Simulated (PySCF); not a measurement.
## Magnetisability: `C=[C]([GeH3])CNC=O`, C4H9GeNO

Molfile (atoms numbered from 1):
```
C4H9GeNO
     RDKit          3D

 16 15  0  0  0  0  0  0  0  0999 V2000
    0.7980   -1.7542   -0.7950 C   0  0  0  0  0  0  0  0  0  0  0  0
    0.5768   -0.4928   -0.4602 C   0  0  0  0  0  0  0  0  0  0  0  0
    1.6756    0.4278    0.8872 Ge  0  0  0  0  0  4  0  0  0  0  0  0
   -0.5442    0.2813   -1.1008 C   0  0  0  0  0  0  0  0  0  0  0  0
   -1.7359    0.2856   -0.2640 N   0  0  0  0  0  0  0  0  0  0  0  0
   -1.7089    0.8490    0.9457 C   0  0  0  0  0  0  0  0  0  0  0  0
   -0.7453    1.3993    1.4281 O   0  0  0  0  0  0  0  0  0  0  0  0
    0.2090   -2.2777   -1.5365 H   0  0  0  0  0  0  0  0  0  0  0  0
    1.5979   -2.3161   -0.3397 H   0  0  0  0  0  0  0  0  0  0  0  0
    1.7781    1.8856    0.6145 H   0  0  0  0  0  0  0  0  0  0  0  0
    3.0654   -0.1485    0.7182 H   0  0  0  0  0  0  0  0  0  0  0  0
    1.2866    0.1247    2.2897 H   0  0  0  0  0  0  0  0  0  0  0  0
   -0.2260    1.3219   -1.2320 H   0  0  0  0  0  0  0  0  0  0  0  0
   -0.8129   -0.1397   -2.0721 H   0  0  0  0  0  0  0  0  0  0  0  0
   -2.5468   -0.2242   -0.5721 H   0  0  0  0  0  0  0  0  0  0  0  0
   -2.6749    0.7869    1.4775 H   0  0  0  0  0  0  0  0  0  0  0  0
  1  2  2  0
  2  3  1  0
  2  4  1  0
  4  5  1  0
  5  6  1  0
  6  7  2  0
  1  8  1  0
  1  9  1  0
  3 10  1  0
  3 11  1  0
  3 12  1  0
  4 13  1  0
  4 14  1  0
  5 15  1  0
  6 16  1  0
M  END
```

Method: GIAO KT3/pcSseg-1 magnetisability, rotational g tensor and spin-rotation constants, non-relativistic, gas phase (PySCF 2.14.0). Geometry: GFN2-xTB.

The calculation is non-relativistic, which matters for the atoms heavier than Zn.

(1) What are the magnetisability and the molar susceptibility?

(2) Split it along the inertial axes a, b, c into diamagnetic and paramagnetic parts about the centre of mass, with the quadrupole moment.

(3) And the rotational g tensor?

## Answers

(1) Isotropic -1169 × 10⁻³⁰ J/T², or -70.4 × 10⁻⁶ cm³/mol; principal values -1266, -1181, -1059 × 10⁻³⁰ J/T², anisotropy 180 × 10⁻³⁰ J/T² (root of half the summed squared differences of the principal values). The susceptibility is in cgs units.

(2) 
| axis | χ (10⁻⁶ cm³/mol) | diamagnetic (10⁻⁶ cm³/mol) | paramagnetic (10⁻⁶ cm³/mol) | summed x² of all electrons (Å²) | quadrupole Θ (D Å) |
| --- | --- | --- | --- | --- | --- |
| a | -70.5 | -600.4 | 529.9 | 176.2 | +8.80 |
| b | -67.2 | -867.7 | 800.4 | 113.2 | -5.62 |
| c | -73.4 | -1228.1 | 1154.8 | 28.3 | -3.17 |

Anisotropies 2χaa − χbb − χcc = -0.5 and 2χbb − χaa − χcc = +9.4 × 10⁻⁶ cm³/mol. Θ is traceless in Buckingham's convention.

(3) 
| axis | rotational constant (GHz) | g | nuclear part | electronic part |
| --- | --- | --- | --- | --- |
| a | 2.4856 | -0.0322 | 0.5866 | -0.6188 |
| b | 1.4909 | -0.0157 | 0.5450 | -0.5607 |
| c | 1.0225 | -0.0085 | 0.5462 | -0.5547 |

Asymmetric top; isotopes 12C, 74Ge, 1H, 14N, 16O; no vibrational averaging.
